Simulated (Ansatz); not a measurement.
CH4F2OSi can be A, `O[SiH](F)CF`, or B, `C[Si](O)(F)F`.

Isolated molecules relaxed with PBE0-D4/def2-TZVP in Ansatz; ΔE leaves out vibrations. CCSD(T)/CBS adds triple-zeta CCSD(T) − MP2 to the extrapolated MP2 energy (def2 sets, frozen cores). DFT in def2-TZVPP. Each species was taken in one conformer, which may not be the lowest.

Question: Which isomer does CCSD(T)/CBS put lower? Give the gap. (Best estimate.)

Answer: Ansatz gave: B, by 290.9 kJ/mol.

Question: Give E(B) − E(A) in kJ/mol with CCSD(T)/def2-SVP, CCSD/def2-TZVPP, CCSD(T)/def2-TZVPP, LDA (SPW92), B2PLYP, BLYP-D4, PBE-D4. (An estimate is asked.)

Answer: Computed: CCSD(T)/def2-SVP -267.2, CCSD/def2-TZVPP -289.6, CCSD(T)/def2-TZVPP -288.3, LDA (SPW92) -278.2, B2PLYP -286.0, BLYP-D4 -270.3, PBE-D4 -270.4. None reverses the order clearly.

Question: Does the order hold for the free energy at 298.15 K (harmonic terms from PBE0-D4)? (Best estimate.)

Answer: Computed: Yes: G(B) − G(A) = -286.4 kJ/mol, for one conformer each. Modes under 60 cm⁻¹, often nearly free rotors, make the harmonic entropy too high.

Largest T1 diagnostic: 0.012.

Leaving LDA and LC-ωPBE aside and taking each functional with its dispersion term where it has one, the values, not all of them listed here, spread over 25.2 kJ/mol, from r2SCAN0-D4 to revPBE-D4. LDA lies −8.4 kJ/mol from PBE without D4. From PBE to PBE0 (25 % exact exchange), in def2-TZVPP and without D4, E(B) − E(A) moves by −10.1 kJ/mol.
